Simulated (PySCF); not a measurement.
SnCl₃: fields on a plane

Computed with PySCF, UPBE0, basis Sn def2-SVP with ECP28, Cl def2-SVP (scalar-relativistic core potentials, no spin–orbit coupling, density fitting).

The doublet minimum has Sn–Cl 2.362 Å (×3); Cl–Sn–Cl 107.8° (×3).

The plane holds Sn1 at (0.00, 0.00), Cl2 at (2.36, 0.00), Cl3 at (-0.72, 2.25) Å. Columns run from x = -2.85 to 4.65 Å, rows from y = 4.65 (top) to -1.95 Å, in steps of 0.3 Å. Other isomers or separated fragments may lie lower. Core electrons replaced by a potential are absent, the electrostatic potential uses the reduced nuclear charge, and values within about 0.7 Å of such atoms have no physical meaning.

Problem. Give the electrostatic potential (V) (cut at 20 V). Every second row and column.

Solution. 
```
-0.1 -0.1 -0.1 -0.1 -0.1 -0.2 -0.2 -0.2 -0.2 -0.1 -0.1 -0.1 -0.1
-0.1 -0.1  0.0  0.1  0.0 -0.2 -0.3 -0.2 -0.2 -0.2 -0.1 -0.1 -0.1
-0.2 -0.1  0.6  2.8  2.6  0.3 -0.4 -0.3 -0.2 -0.2 -0.2 -0.1 -0.1
-0.2 -0.1  4.5 20.0 20.0  4.9 -0.2 -0.3 -0.2 -0.2 -0.2 -0.2 -0.2
-0.3  0.0  9.7 20.0 20.0 13.1  0.6  0.0 -0.2 -0.3 -0.3 -0.2 -0.2
-0.1  0.0  4.3 20.0 20.0  8.2  2.3  0.8  0.0 -0.3 -0.4 -0.3 -0.2
 0.2  0.5  2.0  6.9 14.7 16.6  8.8  3.3  4.0  4.7  1.3 -0.1 -0.2
 0.5  1.2  3.4 12.9 20.0 20.0 20.0  9.8 20.0 20.0 11.9  0.9 -0.1
 0.7  1.4  4.0 16.1 20.0 20.0 20.0 13.1 20.0 20.0 19.7  1.4  0.0
 0.6  1.2  2.9  8.6 20.0 20.0 16.2  6.1 14.9 20.0  4.8  0.3 -0.1
 0.5  0.8  1.6  3.3  6.2  7.5  4.9  2.0  1.0  0.7  0.0 -0.2 -0.2
 0.4  0.6  0.9  1.4  2.0  2.3  1.8  0.9  0.2 -0.2 -0.3 -0.2 -0.1
```

Problem. Give the electron localisation function (set to 0 where the density is under 0.005 e/Å³). Lower edges of the bins: '0' 0.000, '1' 0.099, '2' 0.198, '3' 0.298, '4' 0.397, '5' 0.496, '6' 0.595, '7' 0.694, '8' 0.794, '9' 0.893; top 0.99.

Solution. 
```
00000000000000000000000000
00000000000000000000000000
00000112221000000000000000
00012334443200000000000000
00134566766530000000000000
01356788887642000000000000
02468875798763000000000000
03678806079863000000000000
04689749748752000000000000
03678806168640000222100000
02578874687520013555320000
01356777764310136776541000
00123454211111368888753100
00001221133212578899864200
00001222577522685117874200
00002223711731670881874200
00012323711731670881874200
00013332577522685117874200
00002432233222578899864200
00001343322222367888753100
00000134433321246776542000
00000012333210024555320000
00000000111100001222100000
```

With an element this heavy the missing spin–orbit coupling can shift these numbers.
